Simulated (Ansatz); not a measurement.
Start from `C=C(S)[CH2][GaH2]` and change one atom or group to get `C=C(F)S`.

Ansatz, PBE0-D4/def2-TZVP geometries, multiplicity 1. Each molecule was computed in one conformer, which needn't be the lowest.

Scalar relativity is left out up to krypton.

```json
{"property": "HOMO energy (PBE/def2-TZVPP) / eV", "`C=C(S)[CH2][GaH2]`": "-5.80"}
{"property": "HOMO energy (PBE0/def2-TZVPP) / eV", "`C=C(S)[CH2][GaH2]`": "-6.86"}
{"property": "size of the dipole moment (ωB97M-V/def2-TZVPP) / D", "`C=C(S)[CH2][GaH2]`": "1.53"}
{"property": "HOMO–LUMO gap (PBE0/def2-TZVPP) / eV", "`C=C(S)[CH2][GaH2]`": "6.24"}
{"property": "HOMO–LUMO gap (PBE/def2-TZVPP) / eV", "`C=C(S)[CH2][GaH2]`": "4.25"}
{"property": "LUMO energy (ωB97M-V/def2-TZVPP) / eV", "`C=C(S)[CH2][GaH2]`": "1.10"}
```

Question: What does the change do to each property? (An estimate is asked.)

Answer: Computed: 
| property | `C=C(F)S` | shift |
| --- | --- | --- |
| HOMO energy (PBE/def2-TZVPP) / eV | -5.70 | 0.10 |
| HOMO energy (PBE0/def2-TZVPP) / eV | -6.85 | 0.01 |
| size of the dipole moment (ωB97M-V/def2-TZVPP) / D | 1.83 | 0.30 |
| HOMO–LUMO gap (PBE0/def2-TZVPP) / eV | 6.81 | 0.57 |
| HOMO–LUMO gap (PBE/def2-TZVPP) / eV | 4.65 | 0.40 |
| LUMO energy (ωB97M-V/def2-TZVPP) / eV | 1.91 | 0.81 |

Dipoles are sizes alone; their direction can turn.
